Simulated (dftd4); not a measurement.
chlorine atom (Cl), doublet; D4 for pbe0 run with dftd4 4.2.0.

dftd4 was given this input:
```
$ dftd4 mol.xyz --func pbe0 --charge 0 --json dftd4.json --noedisp --grad

# file mol.xyz
1

Cl     0.00000000     0.00000000     0.00000000
```

Q: Predict the main parts of the log of this dftd4 run.

A: 
```
                    ____  _____ _____     ____  _  _
      -------------|  _ \|  ___|_   _|---|  _ \| || |------------
     |             | | | | |_    | | ___ | | | | || |_           |
     |             | |_| |  _|   | ||___|| |_| |__   _|          |
     |             |____/|_|     |_|     |____/   |_|            |
     |             ===================================           |
     |            E. Caldeweyher, S. Ehlert & S. Grimme          |
     |          Mulliken Center for Theoretical Chemistry        |
     |                    University of Bonn                     |
      -----------------------------------------------------------

Rational (Becke-Johnson) damping: pbe0-D4-ATM
---------------------
  s6         1.0000
  s8         1.2007
  s9         1.0000
  a1         0.4009
  a2         5.0293
 alp        16.0000
--------------------

Dispersion energy:       0.0000000000000E+00 Eh

Gradient norm:           0.0000000000000E+00 Eh/a0
--------------------------------------------------
     #    Z           dE/dx      dE/dy      dE/dz
--------------------------------------------------
     1   17 Cl    0.000E+00  0.000E+00  0.000E+00
--------------------------------------------------

Virial:
--------------------------------------------------
      component           x          y          z
--------------------------------------------------
          x       0.000E+00  0.000E+00  0.000E+00
          y       0.000E+00  0.000E+00  0.000E+00
          z       0.000E+00  0.000E+00  0.000E+00
--------------------------------------------------

[Info] Dispersion results written to 'dftd4.txt'
[Info] JSON dump of results written to 'dftd4.json'
```
